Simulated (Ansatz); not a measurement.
C2H7Cl2FO3W (`C[O][W]([OH])([F])([Cl])([Cl])[O]C`) at its PBE0-D4/def2-TZVP geometry, where that method's forces vanish. Total charge 0; spin multiplicity 1. W takes the def2 core potential.

```xyz
16

C    -1.0412   -2.5864   -0.1033
O    -0.3902   -1.4055    0.2840
W     0.2319    0.0924   -0.5753
O    -1.5603    0.3564   -1.1422
F     0.6153   -1.0129   -2.0454
Cl    0.6824    1.9271   -1.9874
Cl    2.5200   -0.1353   -0.1303
O     0.2019    1.1877    0.8872
C     0.8966    2.1176    1.6602
H    -1.0597   -3.2706    0.7455
H    -2.0627   -2.3365   -0.4049
H    -0.5114   -3.0350   -0.9476
H    -1.7492    1.0327   -1.7987
H     0.9271    3.0699    1.1233
H     1.9167    1.7559    1.8201
H     0.3828    2.2425    2.6147
```

Q: What forces (eV/Å) does ωB97M-V/def2-TZVPP give on these atoms in the Gaussian-basis code of Ansatz? (Estimate.)

A: Computed: 
```
C1  -0.230 -0.384 -0.141
O2   0.273  0.505  0.015
W3  -0.299 -0.175  0.296
O4   0.091  0.034 -0.027
F5   0.015  0.025  0.027
Cl6  0.013  0.058 -0.046
Cl7  0.065  0.001 -0.008
O8  -0.206 -0.399 -0.377
C9   0.278  0.346  0.273
H10  0.002  0.062 -0.089
H11  0.097 -0.023  0.025
H12 -0.046  0.039  0.081
H13 -0.001 -0.028  0.024
H14 -0.002 -0.092  0.050
H15 -0.104  0.042 -0.008
H16  0.053 -0.012 -0.096
```
